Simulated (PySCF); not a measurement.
SeCl₂, SMILES Cl[Se]Cl. Heavy atoms are numbered as in [Se:1]([Cl:2])[Cl:3].

The structure is a stationary point at ωB97X-D3(BJ)/def2-TZVP. The isomer is the one that the SMILES or the coordinates give; other isomers of the formula were not compared.

All values below come from PBE/pcSseg-2 run with PySCF.

GIAO shieldings, no solvent; atoms alike by connectivity are averaged. δ = σ(ref) − σ: ⁷⁷Se against Me2Se (σ = 1646.5 ppm); ³⁵Cl against HCl (σ = 936.5 ppm), references at their B3LYP-D3(BJ)/def2-TZVP geometries, non-relativistic (without spin–orbit terms, shifts of atoms bonded to Cl or Br come out too high).

**Question.** Estimate the chemical shifts. (Estimate from the structure and the level; the computed values follow.)

**Answer.** 
```tsv
nucleus	atoms	count	δ (ppm)
⁷⁷Se	Se1	1	2003.5
³⁵Cl	Cl2	2	184.0
```
